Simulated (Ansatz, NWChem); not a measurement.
Worked example: the enthalpy of formation of BBr2F (dibromofluoroborane)

The species is BBr2F (4 atoms), meant as a singlet with charge 0. As SMILES, `FB(Br)Br`. The shape is that of a PBE0-D4/def2-TZVP optimisation.

Total energies at B3LYP/cc-pVDZ (NWChem 7.3.0); the atoms run unrestricted:

```tsv
species	state	energy (Eh)
BBr2F	singlet	-5273.137549
F	doublet	-99.726601
B	doublet	-24.660872
Br	doublet	-2574.112832
```

Harmonic wavenumbers at PBE0-D4/def2-TZVP, in cm⁻¹: 170, 303, 423, 473, 878, 1336.

Measured heats of formation of the gaseous atoms at 298.15 K, in kJ/mol: F 79.4, B 570.3, Br 111.9. Spin-orbit lowering of the atoms at 298 K (mean of the ground term's levels less their thermal mean, from spectra), in kJ/mol: F 1.29, B 0.00, Br 14.69. Take 1 Eh = 2625.50 kJ/mol, 1 cm⁻¹ = 0.0119627 kJ/mol, RT = 2.479 kJ/mol.

Problem. What heat of formation follows?

Solution. 
1. Electronic atomisation energy: (-99.726601) + (-24.660872) + 2 × (-2574.112832) − (-5273.137549) = 0.524412 Eh = 1376.8 kJ/mol.
2. Zero-point energy: half the sum of the wavenumbers, 1791.5 cm⁻¹ = 21.4 kJ/mol.
3. Thermal vibrational enthalpy, Σ hcν̃/(exp(hcν̃/kT) − 1): 4.3 kJ/mol. Translation, rotation and pV of a non-linear molecule: 4 RT = 9.9 kJ/mol.
4. The 4 free atoms carry 5/2 RT each: 24.8 kJ/mol.
5. Spin-orbit coupling lowers the free atoms by 1.29 + 0.00 + 2 × 14.69 = 30.7 kJ/mol.
6. Atomisation enthalpy at 298 K: 1376.8 − 30.7 − 21.4 − 4.3 − 9.9 + 24.8 = 1335.3 kJ/mol.
7. Sum of the atoms' heats of formation: 873.5 kJ/mol. Heat of formation: 873.5 − 1335.3 = -461.8 kJ/mol.

The tabulated value is -514.6 kJ/mol (NIST-JANAF tables; in doubt, as an older value, an estimate or one at odds with other calculations), so this level is off by +52.8 kJ/mol, or 3.8 % of the atomisation enthalpy that the table implies (1388.0 kJ/mol). Relativity is left out. Anharmonicity and any spin-orbit splitting of the molecule are left out.
